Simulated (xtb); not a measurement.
B(Me)2(NH2) (C2H8BN), SMILES NB(C)C. All values are semi-empirical tight-binding results from xtb (GFN2-xTB unless named), good for trends rather than for accurate numbers. Coordinates come from a GFN2-xTB optimisation. The values are those of a single conformer.

Optimised geometry:

```xyz
12

B      0.0395    -0.0088     0.0404
C     -1.0875    -1.1015    -0.2063
H     -0.9915    -1.5381    -1.1990
H     -2.0829    -0.6644    -0.1606
H     -1.0548    -1.9188     0.5112
C      0.0772     1.3282    -0.8177
H      0.0761     1.1158    -1.8849
H      0.9473     1.9468    -0.6073
H     -0.8060     1.9354    -0.6267
N      1.0002    -0.2243     1.0139
H      1.7433     0.4233     1.2172
H      1.0313    -1.0457     1.5947
```
Charge 0, spin multiplicity 1.

Computed properties:
* **point group as xtb finds it**: C2
* **orbital gap**: 6.24 eV
* **dipole moment**: 1.51 D
* **zero-point energy**: 64.9 kcal/mol
* **G − E(el) at 298.15 K (modified RRHO)**: 47.0 kcal/mol
* **static polarisability (D4 model)**: 48.3 bohr³
* **solvation energy, GFN2-xTB/ALPB(water)**: -2.5 kcal/mol
* **solvation energy, GFN2-xTB/ALPB(octanol)**: -4.3 kcal/mol

Computed IR lines (harmonic; lines under 4 % of the strongest left out, lines within 3 cm⁻¹ merged):
ν (cm⁻¹): 612 (vs), 914 (s), 920 (w), 1188 (vs), 1387 (s), 1394 (w), 1402 (m), 1550 (s), 3017 (m), 3021 (m), 3024 (m), 3031 (m), 3034 (w) (against the strongest line: vs over 80 %, s over 45 %, m over 15 %, w over 4 %, vw less)

Q: Give the atomic charges and the Wiberg bond orders between heavy atoms. (Estimate from the structure and the level; the computed values follow.)

A: charges (e) B1 0.25, C2 -0.19, H3 0.03, H4 0.03, H5 0.01, C6 -0.19, H7 0.03, H8 0.01, H9 0.03, N10 -0.32, H11 0.15, H12 0.15. Bond orders B1–C2 1.00, B1–C6 1.00, B1–N10 1.39.
